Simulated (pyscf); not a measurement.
# Ring closure: •HC=C=CH₂ -> cyclic C₃H₃ (SMILES [C]1=CC1) [doublet]

Gas phase, doublet surface, charge 0. Bonds broken: none. Bonds formed: C1–C3. Structures and frequencies: ωB97X-D3(BJ)/def2-SVP in PySCF. MP2 and CC: frozen core, UHF for open shells. ΔMP2 is the change of the MP2 total energy from the triple- to the quadruple-zeta basis.

Transition state (Å):

```xyz
6

C     -1.8152     0.3569     0.7330
C     -1.8649    -0.5700    -0.1031
C     -0.5049    -0.4236    -0.6924
H     -1.8183     1.1474     1.4703
H      0.3364    -0.9668    -0.2574
H     -0.3528     0.2357    -1.5493
```

One imaginary mode, 700i cm⁻¹; descent along it reached the two sides named.

```json
[
 {"bond": "C1–C3", "change": "forms", "reactant side (Å)": "2.6", "saddle": "2.087", "product side": "1.585"}
]
```

Electronic energies relative to the reactant's lowest minimum found (kcal/mol):

```tsv
level	barrier	reaction energy	reverse barrier
ωB97X-D3(BJ)/def2-TZVP	52.0	+38.4	13.6
PBE/def2-TZVP	50.9	+38.7	12.2
r²SCAN/def2-TZVP	52.6	+41.5	11.2
B3LYP-D3(BJ)/def2-TZVP	52.8	+43.1	9.7
PBE0-D3(BJ)/def2-TZVP	52.5	+38.9	13.6
M06-2X/def2-TZVP	52.5	+37.6	14.9
ωB97M-D3(BJ)/def2-TZVP	51.7	+40.2	11.5
HF/def2-TZVP	55.9	+48.7	7.2
MP2/def2-QZVPP	52.4	+36.4	16.0
CCSD/def2-TZVPP	52.0	+40.8	11.2
CCSD(T)/def2-TZVPP	50.7	+39.5	11.1
CCSD(T)/def2-TZVPP + ΔMP2(QZVPP)	50.8	+39.5	11.3
```

With CCSD(T)/def2-TZVPP + ΔMP2(QZVPP) energies and thermal terms (ideal gas, 1 atm, RRHO with modes under 100 cm⁻¹ raised to 100, one conformer, R ln 2 for rigid chiral ones), in kcal/mol:

| T (K) | ΔH‡ | ΔG‡ | ΔH | ΔG |
|---|---|---|---|---|
| 298 | 49.7 | 49.1 | +40.6 | +40.6 |
| 600 | 49.3 | 48.7 | +40.0 | +40.9 |
| 900 | 48.7 | 48.5 | +39.7 | +41.5 |
| 1200 | 48.2 | 48.5 | +39.5 | +42.1 |

cyclic C₃H₃ (SMILES [C]1=CC1) [doublet] lies 40.2 kcal/mol over its isomer HC≡C–CH₂•, and others may lie lower still (electronic energy, ωB97M-D3(BJ)). One saddle was located; it need not be the lowest between these sides. The CCSD(T) − MP2 part came from Ansatz, without density fitting, on the same reference. A UHF reference is spin-contaminated (<S²> up to 1.07), which harms MP2 most.
